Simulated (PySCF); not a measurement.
## How methods differ on the excitation energy of V²⁺

V²⁺ [Ar] 3d3 (4F) → V²⁺ [Ar] 3d2 4s1 (4F), as a difference of total energies. Calculation: PySCF 2.14, in aug-cc-pVTZ (8s7p5d3f2g, 93 functions); the non-relativistic Hamiltonian (point nucleus). Correlated levels: valence: [Ar] frozen. The calculations carry no spin-orbit coupling.

```tsv
method	excitation energy (cm⁻¹)
UHF	43435
LDA	47390
PBE	46929
PBE0	47495
r2SCAN	49080
B2PLYP	45927
wB97X-V	48164
r2SCAN0	48779
M06	52855
MP2 (valence)	45056
SCS-MP2 (valence)	43975
```

A first-order spin-orbit estimate (lowest level to lowest level, LS coupling) adds -0.007 eV.
